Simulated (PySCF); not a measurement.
Li(Me) cation (CH3Li), SMILES [Li][CH3] (connectivity only; charge and spin as stated), charge +1, multiplicity 2.

Coordinates come from a ωB97X-D3(BJ)/def2-TZVPD optimisation. The multiplicity is an assumed one; other spin states were not compared. The isomer is the one that the SMILES or the coordinates give; other isomers of the formula were not compared.

These are CAM-B3LYP/def2-TZVPD in PySCF values and carry that method's errors.

Computed frontier levels, dipole moment and polarisability:
```json
{
 "α spin, highest occupied and lowest empty level": "-14.93 and -5.35 eV",
 "β spin, highest occupied and lowest empty level": "-18.78 and -7.60 eV",
 "dipole_moment_about_the_centre_of_nuclear_charge": "6.42 D",
 "mean_static_polarisability": "15.7 bohr³ (2.32 Å³)",
 "polarisability_principal_values": "15.4, 15.4, 16.2 bohr³",
 "⟨S²⟩": "0.753 (pure state 0.75)"
}
```
